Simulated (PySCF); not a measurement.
Assigning NMR signals

Bonds (- single, = double, # triple, : aromatic): C1-C2, C2=O3, C2-N4, N4-Si5, Si5-Si6, Si6-Si7, Si7-Si8, Si8-Si5. C1 carries H9, H10, H11; N4 carries H12; Si5 carries H13; Si6 carries H14, H15; Si7 carries H16, H17; Si8 carries H18, H19. H15, H16, H18 are cis to N4 on the ring; H14, H17, H19 are trans to N4 on the ring.

Averaged over atoms made equivalent by symmetry, fast rotation or ring inversion, in vacuum, non-relativistic Hamiltonian, single conformer. Geometry from GFN2-xTB; σ from GIAO-PBE0/pcSseg-1; PySCF 2.14.

References, each an isolated molecule treated in the same way: $^{13}$C, $^{1}$H against TMS.

Question: Assign these signals to the numbered atoms. $^{13}$C{$^{1}$H} NMR (computed): δ 180.6, 24.4.

Answer: 
180.6 → C2, amide carbonyl carbon: lone-pair donation from the attached heteroatom keeps it upfield of a ketone carbonyl
24.4 → C1, methyl carbon α to a carbonyl: α to the electron-withdrawing carbonyl group

Question: Assign these signals to the numbered atoms. $^{1}$H NMR (400 MHz, computed): δ 5.35 (m, 1H), 4.66 (br s, 1H), 4.30 (m, 1H), 4.28 (m, 2H), 4.19 (m, 2H), 3.96 (m, 1H), 2.13 (s, 3H).

Answer: 
```tsv
δ (ppm)	atoms	environment	reason
5.35	H13	hydrogen on a silicon bonded to N, 2 Si, in a 4-membered ring	–
4.66	H12	hydrogen on an amide-type nitrogen	exchangeable; this is the value without hydrogen bonding to other molecules
4.30	H16	hydrogen on a silicon bonded to 2 Si, in a 4-membered ring	–
4.28	H15/H18	hydrogen on a silicon bonded to 2 Si, in a 4-membered ring	–
4.19	H14/H19	hydrogen on a silicon bonded to 2 Si, in a 4-membered ring	–
3.96	H17	hydrogen on a silicon bonded to 2 Si, in a 4-membered ring	–
2.13	H9/H10/H11	hydrogen on a methyl carbon α to a carbonyl	α to C=O
```

H16 and H15/H18; H15/H18 and H14/H19 lie closer than the usual error of such a calculation, so a measured spectrum could show them in the other order.

The OH or NH signal is concentration- and solvent-dependent in practice; the value given is the gas-phase one. Shifts are as computed. Against solution values, carbons near 30 ppm lie about +3 ppm off and those near 130 ppm about +5 ppm. Of 1211 compounds with measured shifts, 218 miss one by over three times the rms of a fit or turn the order of signals round; such compounds aren't used in these exercises. Hydrogen bonding in solution deshields acid and N–H amide carbonyl carbons by as much as 10 ppm beyond these values. Multiplicities follow the n + 1 count of equivalent neighbours, as no J values were calculated; m marks all less simple cases, F and P coupling included.
